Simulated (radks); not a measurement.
Correlation energies from several functionals, in hartree. Species: Au+ [Xe] 4f14 5d10; Al3+ [Ne]; S+ [Ne] 3s2 3p3; He [He]. Method: non-relativistic Kohn-Sham, exchange-only B88, spin-polarised, spherical densities, point nucleus; computed with a radial shooting solver on a logarithmic mesh with Libxc functionals. Every spin shell is full or empty, so the densities are truly spherical. Functionals are evaluated on that one density, not self-consistently.

| functional | Au+ | Al3+ | S+ | He |
|---|---|---|---|---|
| PW92 | -8.1711 | -0.84868 | -1.1561 | -0.11165 |
| VWN5 | -8.2046 | -0.85306 | -1.1622 | -0.11204 |
| Wigner | -4.2338 | -0.53208 | -0.69791 | -0.095502 |
| PBEsol | -5.3844 | -0.45059 | -0.63461 | -0.051428 |
| P86 | -5.4018 | -0.43113 | -0.61406 | -0.042806 |
| PW91 | -5.1617 | -0.42319 | -0.59523 | -0.044788 |
| AM05 | -7.6996 | -0.76572 | -1.0473 | -0.097083 |
| TPSS | -4.8103 | -0.38564 | -0.54599 | -0.042183 |
| revTPSS | -4.8501 | -0.39482 | -0.56037 | -0.045296 |
| B95 | -5.9632 | -0.45296 | -0.62903 | -0.041553 |
| Tao-Mo | -4.7051 | -0.34608 | -0.49397 | -0.028485 |
